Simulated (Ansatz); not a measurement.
`[Cl][Sn][Cl]` + dimethylamine → `C[N](C)[Sn][Cl]` + HCl at 500 K and 1 bar (ligand exchange at the Sn–Cl bond).

Program: Ansatz. Geometries: PBE0-D4/def2-TZVP. ΔE: electronic, gas phase. CCSD(T)/CBS adds triple-zeta CCSD(T) − MP2 to the extrapolated MP2 energy (def2 sets, frozen cores). This one scheme is used for every species. def2 core potentials past Kr. For Sn outer-core shells are correlated without core-valence functions, which leaves a few kJ/mol of doubt a bond. One conformer a species, not always the lowest.

| species | CCSD(T)/CBS energy (Eh) | H − E (kJ/mol) | S (J/(mol·K)) |
| --- | --- | --- | --- |
| `[Cl][Sn][Cl]` | -1133.69328 | 29.8 | 334.7 |
| `CNC` | -135.00321 | 273.8 | 313.8 |
| `C[N](C)[Sn][Cl]` | -808.28811 | 264.0 | 430.7 |
| HCl | -460.38127 | 32.5 | 201.9 |

H − E and S are ideal-gas, rigid-rotor, harmonic terms from PBE0-D4/def2-TZVP, for one conformer and one mirror image of each species. 1 Eh = 2625.50 kJ/mol, R = 8.31446 J/(mol·K).

Q: By hand: ΔE, ΔH, ΔS and ΔG.

A: ΔE = (-808.28811) + (-460.38127) − (-1133.69328) − (-135.00321) = 0.02711 Eh = 71.2 kJ/mol. Δ(H − E) = 264.0 + 32.5 − 29.8 − 273.8 = -7.1, so ΔH = 64.1 kJ/mol. ΔS = 430.7 + 201.9 − 334.7 − 313.8 = -15.9 J/(mol·K). ΔG = 64.1 − 500 × (-15.9)/1000 = 72.0 kJ/mol.

Q: By hand: the equilibrium constant, and the temperature at which ΔG would vanish if ΔH and ΔS stayed fixed.

A: log₁₀ K = −ΔG/(RT ln 10) = -7.5. ΔH and −TΔS have one sign here, so there is no such temperature.

ΔH outweighs TΔS. A doubt of 5 kJ/mol in ΔE shifts log₁₀ K by 0.5 here. Other conformers and mirror images would add mixing entropy, several J/(mol·K) or more a flexible species. These are equilibria of isolated gas molecules and say nothing of rates. Largest T1 diagnostic: 0.017 (customary marks: 0.02 for closed shells, 0.045 for open ones).
